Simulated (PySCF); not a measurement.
# MH₂ across group 16

Level: B3LYP, basis family def2-TZVP, no relativity.

Each entry is the lowest minimum that a search over a few typed start shapes (and spin states, where more than one is plausible) found, or that minimum re-optimised at the stated level; isomers with ligand–ligand bonds, or fragments after loss of a ligand pair, can lie lower. Open shells are unrestricted; no spin–orbit coupling; PySCF with density fitting.

```
molecule  2S+1  point group  mean bond to the central atom (Å)  polar-tensor charge of the central atom  dipole (D)  lowest ω (cm⁻¹)  atomisation (kJ/mol)
     H₂O     ?            ?                                  ?                                        ?           ?                ?                     ?
     H₂S     1          C2v                              1.343                                    -0.10        1.11             1215                   758
    H₂Se     1          C2v                              1.471                                     0.01        0.72             1065                   681
```

**Question.** Fill in the row of H₂O.

**Answer.** 2S+1: 1; point group: C2v; mean bond to the central atom (Å): 0.963; polar-tensor charge of the central atom: -0.53; dipole (D): 2.06; lowest ω (cm⁻¹): 1617; atomisation (kJ/mol): 951.

The bond lengthens at every step; the largest change, 0.380 Å, falls between H₂O and H₂S among the members listed.

Left out of the table are members whose search was unfinished or whose lowest solution was spin-contaminated, unstable, very soft or bonded differently.
